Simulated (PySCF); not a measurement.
Species: C₆H₈N (doublet state).
Geometry (GFN2-xTB, Å), atoms numbered from 1 in this order:
```xyz
15
C6H8N angstrom
C      1.781    0.471   -0.043
C      0.708   -0.549    0.343
C     -0.187   -0.989   -0.758
C     -1.410   -0.388   -0.146
C     -1.914    0.720   -0.917
N     -2.254    1.610   -1.551
C     -0.533    0.028    1.063
H      1.332    1.303   -0.579
H      2.274    0.851    0.849
H      2.525    0.005   -0.684
H      1.190   -1.371    0.885
H      0.017   -1.241   -1.780
H     -2.239   -1.069    0.076
H     -0.801   -0.474    1.989
H     -0.493    1.102    1.231
```

The species is `[C@H]1(C[C@H](C)[CH]1)C#N` [radical].

The calculation used UKS B3LYP, pcH-1 on C H N, non-relativistic, mean-field spin-orbit, GIAO (PySCF 2.14.0). Geometry: GFN2-xTB; no solvent, vibrations or thermal averaging. The geometry wasn't refined by DFT: couplings that depend on bond lengths, twists or pyramidal angles can differ widely from those at the functional's own minimum. The SCF solution wasn't tested for stability.

Task: What is the g tensor, term by term?

Result: 
```
                    Δg (ppm)     1     2     3
relativistic mass correction  -149  -149  -149
            gauge correction    11    27    31
   orbital Zeeman/spin–orbit   -17   588   644
                       total  -155   466   526
```

So g = 2.00216, 2.00279, 2.00284 and g_iso = 2.00260; the tensor is close to axial: the two nearest values differ by 9 % of g3 − g1. 

Task: What are the electron Larmor frequencies g μB B/h along the three axes at 350 mT?

Result: 9.8080, 9.8110, 9.8113 GHz for g1, g2 and g3, a range of 3.3 MHz.

Task: At 9.718 GHz, how far is the centre of the isotropic spectrum from where a free electron (g = 2.002319) resonates?

Result: B = hν/(g μB) with μB/h = 13.99624 MHz/mT gives 346.76 mT for the free electron and 346.71 mT at g_iso, 0.05 mT lower.

Task: What effective moment and Curie constant follow for a powder?

Result: With the mean of g² = 4.0104 and S(S+1) = 0.75: μ_eff = √(⟨g²⟩S(S+1)) = 1.734 μB and χT = 0.12505·⟨g²⟩·S(S+1) = 0.376 cm³ K/mol (cgs; spin-Hamiltonian part alone).

Task: In a frozen sample, at which fields do the three g values resonate at 9.5, 34, 94 and 263 GHz (hyperfine left aside), and which band first spreads them over more than twice a line width of 1.0 mT?

Result: 
| band | GHz | B(g3) mT | B(g2) mT | B(g1) mT | spread mT |
| --- | --- | --- | --- | --- | --- |
| X | 9.5 | 338.89 | 338.90 | 339.01 | 0.12 |
| Q | 34.0 | 1212.89 | 1212.92 | 1213.30 | 0.41 |
| W | 94.0 | 3353.27 | 3353.37 | 3354.41 | 1.14 |
| J | 263.0 | 9382.03 | 9382.31 | 9385.22 | 3.19 |

The spread grows in proportion to the frequency. J band is the first where it exceeds 2.0 mT.

The Mulliken spin populations are largest on C3 (+1.01), C2 (-0.08) and C4 (-0.07). No atom but C3 exceeds +0.15. The angles at C3 add up to 355.3°, so it is nearly planar; its axial dipolar tensor and the negative coupling of its proton fit spin in a p orbital normal to that plane.

The HOMO–LUMO gaps are 6.55 eV among the α and 6.40 eV among the β orbitals.

On Intel Xeon at 2.50 GHz, one thread, no GPU, shared host with 64 logical CPUs at a one-minute load of 62, this took 1.9 min (grids of density and orbitals included) and 1.0 GiB of memory at its peak.
